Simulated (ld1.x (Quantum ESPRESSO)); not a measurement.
**titanium (Ti) TM: all-electron and pseudo phase curves**

```json
{
  "Element": "titanium",
  "Generator": "ld1.x (Quantum ESPRESSO) 7.5",
  "Type": "norm-conserving Troullier–Martins (Kleinman–Bylander form)",
  "Functional": "PBE",
  "Relativity": "scalar-relativistic",
  "Frozen core": "[Ne]",
  "Valence charge": "12",
  "Reference configuration": "3s2 3p6 3d1 4s0 4p0 (charge +3)",
  "Partial waves": "3s (bound): rc 1.70 bohr; 3p (bound): rc 0.95 bohr; 3d (bound): rc 1.55 bohr; 4f channel at -0.15 Ry: rc 1.75 bohr",
  "Local potential": "all-electron potential smoothed inside 0.80 bohr (lloc = -1)",
  "Core correction": "none"
}
```

The phase is arctan(r·u′/u) with u = r·R(r), unwrapped; energies in Ry, scanned from -9 to 5 Ry. A pole is an energy at which the radial function vanishes at the test radius. The pseudo phase is shifted by a multiple of π to meet the all-electron one at the reference energy, and phase errors are pseudo minus all-electron; the curves can meet again beyond the range given. Levels narrower than the energy grid can be missing from the lists of poles.

```tsv
channel	radius (bohr)	reference energy (Ry)	poles, all-electron	poles, pseudo	unbroken range about the reference energy with phases within 0.05 rad	phase error 1 Ry above the reference energy (rad)
s	1.90	-6.99	-6.64	-6.64, -1.25	below -3.7	-0.004
p	1.90	-5.21	-4.71	-4.71	below 0.1	-0.000
d	1.90	-2.55	-1.75	-1.74	below 1.2	+0.002
f	1.90	-0.15	none	none	the whole range	+0.001
```

Phases in the s channel:

```tsv
E (Ry)	all-electron	pseudo
-9.00	1.292	1.290
-8.76	1.275	1.273
-8.52	1.252	1.250
-8.28	1.221	1.219
-8.04	1.174	1.171
-7.80	1.089	1.085
-7.56	0.894	0.888
-7.32	0.169	0.158
-7.08	-1.101	-1.102
-6.84	-1.460	-1.461
-6.60	-1.586	-1.587
-6.36	-1.650	-1.652
-6.12	-1.691	-1.694
-5.88	-1.720	-1.725
-5.64	-1.744	-1.750
-5.40	-1.764	-1.772
-5.16	-1.782	-1.792
-4.92	-1.800	-1.812
-4.68	-1.817	-1.832
-4.44	-1.834	-1.853
-4.20	-1.851	-1.877
-3.96	-1.870	-1.904
-3.72	-1.890	-1.936
-3.48	-1.912	-1.976
-3.24	-1.936	-2.029
-3.00	-1.964	-2.103
-2.76	-1.996	-2.218
-2.52	-2.033	-2.426
-2.28	-2.077	-2.862
-2.04	-2.130	-3.642
-1.80	-2.196	-4.241
-1.56	-2.278	-4.526
-1.32	-2.384	-4.679
-1.08	-2.520	-4.780
-0.84	-2.696	-4.857
-0.60	-2.917	-4.923
-0.36	-3.174	-4.987
-0.12	-3.439	-5.054
0.12	-3.679	-5.130
0.36	-3.875	-5.220
0.60	-4.028	-5.334
0.84	-4.146	-5.485
1.08	-4.238	-5.689
1.32	-4.310	-5.961
1.56	-4.368	-6.288
1.80	-4.416	-6.616
2.04	-4.455	-6.889
2.28	-4.488	-7.093
2.52	-4.517	-7.241
2.76	-4.541	-7.350
3.00	-4.563	-7.431
3.24	-4.582	-7.494
3.48	-4.599	-7.545
3.72	-4.615	-7.585
3.96	-4.629	-7.619
4.20	-4.642	-7.648
4.44	-4.654	-7.673
4.68	-4.665	-7.694
4.92	-4.676	-7.713
```
